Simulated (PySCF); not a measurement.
**Energy of Co- (cobalt, charge -1) between two integer charges**

The 3d beta orbital of [Ar] 3d8 4s2 is emptied in steps (occupation f), with all orbitals relaxed, ending at [Ar] 3d7 4s2. Computed with PySCF 2.14 in def2-TZVPPD (6s6p4d2f1g, 67 functions), with no relativity, point nucleus. The exact energy is a straight line in f; departures are measured from the line between the end points of the same method.

```tsv
f	PBE0 (eV)	r2SCAN (eV)
1	0.000	0.000
0.9	-0.204	-0.375
0.7	-0.490	-0.889
0.5	-0.601	-1.073
0.3	-0.520	-0.914
0.1	-0.229	-0.396
0	0.000	0.000
```

**Question.** For r2SCAN, how does the orbital energy at f = 1 compare with the removal energy?

**Answer.** −ε = -2.771 eV against a total-energy difference of 1.369 eV. By Janak's theorem ε = ∂E/∂f, so the gap between them reflects the curvature. Along the path −ε is -1.996 (f = 0.9), -0.388 (f = 0.7), 1.295 (f = 0.5), 3.050 (f = 0.3), 4.870 (f = 0.1) eV.

| method | E(f=0) − E(f=1) (eV) | −ε at f=1 (eV) | −ε at f=0.5 (eV) |
| --- | --- | --- | --- |
| PBE0 | 0.994 | -1.231 | 0.905 |
| r2SCAN | 1.369 | -2.771 | 1.295 |

At f = 1 the orbital energy is positive for PBE0, r2SCAN: only the finite basis holds the electron.

Reference removal energy between the ground levels: 0.662 eV (measured; photodetachment measurements, as compiled on the Wikipedia data page of electron affinities). The calculation has no spin-orbit coupling. The determinant left behind need not be the lowest term of the ion.
